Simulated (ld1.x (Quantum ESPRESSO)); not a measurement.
# Varying the TM semilocal potential for chromium (Cr)

Base potential:

```json
{
  "Element": "Cr (Z = 24)",
  "Generator": "ld1.x (Quantum ESPRESSO) 7.5",
  "Type": "norm-conserving Troullier–Martins (semilocal form)",
  "Functional": "PBEsol",
  "Relativity": "scalar-relativistic",
  "Frozen core": "[Ar]",
  "Valence charge": "6",
  "Reference configuration": "3d4 4s2 4p0",
  "Partial waves": "4s (bound): rc 2.65 bohr; 3d (bound): rc 1.25 bohr; 4p (bound, empty): rc 3.60 bohr",
  "Local potential": "the p channel",
  "Core correction": "Bessel-smoothed model core, default radius (core density twice the valence density)"
}
```

All-electron outer shells of the reference configuration (PBEsol, scalar-relativistic, ld1.x):

```csv
shell,level (eV),outermost node (bohr),outermost maximum (bohr)
3s,-77.75,0.36,0.78
3p,-49.17,0.33,0.80
3d,-6.02,–,0.82
4s,-4.93,1.11,2.61
4p,-1.39,1.23,3.48
```

Cutoffs, loose and tight: the cutoffs (Ry, on a coarse ladder) from which the occupation-weighted sum of valence levels, in a spherical-Bessel basis at the reference potential, stays within 10 and 1 mRy of its value at 400 Ry. They do not see the model core or the augmentation charge, which bear on the density cutoff. Test errors are all-electron minus pseudo excitation energies from the reference, over the configurations 3d5 4s1 4p0; 3d5 4s0 4p0; 3d4 4s0 4p0; 3d3 4s0 4p0; 3d5 4s0 4p1; 3d2 4s0 4p0; 3d5 4s0.5 4p0. A dash means not determined; rows that change the core or the reference have their own tests.

A true bound ghost makes a file unfit for plane-wave use even where its test errors are small: the radial tests pick states by their node count and pass the ghost by.

In the semilocal form every listed channel keeps its own potential, so the choice of the local channel does not act on these tests. It acts once the file is put into the separable form.

A semilocal file is local in each channel, so a ghost entry of none says nothing of the separable form that plane-wave codes build from it.

The default core radius of the base comes out at 1.28 bohr.

```csv
change,outcome,"cutoff, loose","cutoff, tight",bound ghosts,largest test error (meV)
base,generated,120 Ry,140 Ry,none,-1737
core correction Bessel-smoothed model core inside 1.34 bohr,generated,120 Ry,140 Ry,none,-1731
wave 3d (bound): rc 1.25 bohr becomes 3d (bound): rc 0.84 bohr,generated,230 Ry,260 Ry,none,-1766
wave 4s (bound): rc 2.65 bohr becomes 4s (bound): rc 2.02 bohr,generated,120 Ry,140 Ry,none,-1791
reference 3d4.5 4s0 4p0,generated,120 Ry,140 Ry,none,-2923
"all radii but the core radius scaled by about 0.88 (s 2.34, p 3.18, d 1.10 bohr)",generated,160 Ry,180 Ry,none,-1714
functional PBE,generated,120 Ry,140 Ry,none,-1698
wave 4p (bound): rc 3.60 bohr becomes 4p (bound): rc 5.14 bohr,generated,120 Ry,140 Ry,none,-1737
"form changed from semilocal to separable (Kleinman–Bylander), still TM",generated,120 Ry,140 Ry,s,-2716
"core [Ne] 3s2, valence charge 12; reference 3p6 3d5 4s1 4p0; waves now 4s (bound): rc 2.60 bohr; 3p (bound): rc 0.80 bohr; 3d (bound): rc 1.60 bohr; local potential the d channel; core correction Bessel-smoothed model core inside 0.50 bohr",generated,110 Ry,230 Ry,none,-44
core correction Bessel-smoothed model core inside 1.16 bohr,generated,120 Ry,140 Ry,none,-1741
local potential the d channel,generated,120 Ry,140 Ry,none,-1737
```
